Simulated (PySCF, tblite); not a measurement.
**Question.** Write a Z-matrix for InChI=1S/C7H8S/c1-2-7(8-5-1)6-3-4-6/h1-2,5-6H,3-4H2 as optimised with GFN2-xTB.

**Answer.** 
Z-matrix in Å and degrees, rows numbered from 1:
```
C 
C   1  1.3549
S   2  1.7201  1  111.98
C   3  1.7375  2   91.36  1    -0.02
C   4  1.4646  3  121.31  2  -179.90
C   5  1.5076  4  120.24  3   -37.41
C   6  1.4922  5   60.30  4   109.48
C   4  1.3624  3  110.72  2     0.04
H   1  1.0754  2  123.67  3   179.96
H   2  1.0716  1  128.94  3   179.93
H   5  1.0838  4  112.95  3   177.81
H   6  1.0792  5  118.00  7   108.84
H   6  1.0795  5  117.40  7  -108.37
H   7  1.0796  5  117.29  6   108.39
H   7  1.0792  5  118.07  6  -108.91
H   8  1.0755  1  123.50  2  -179.92
```

Of the pairs four or more bonds apart, S3···H14 is among the closest relative to their van der Waals radii: 2.83 Å, 94 % of the sum of Bondi's values. The 3-membered ring C5–C6–C7 has internal angles of 59.3° to 60.4°. The 7 C–C bonds span 1.355 Å (C1–C2, aromatic) to 1.508 Å (C5–C6, drawn single), a spread of 0.153 Å. The 5-membered ring C1–C2–S3–C4–C8 has internal angles of 91.4° to 113.3°; it is planar, 0.00 Å rms from its mean plane, widest ring torsion 0°.

Structure optimised with GFN2-xTB, isolated species.

Point group: near Cs, missed by 0.09 Å at most; the miss may be what the optimiser left on a soft mode. Its GFN2-xTB frequencies are all real (lowest 50 cm⁻¹). The numbers are those of one conformer (S3–C4–C5–C6 -37°).

All values are computed, not measured.
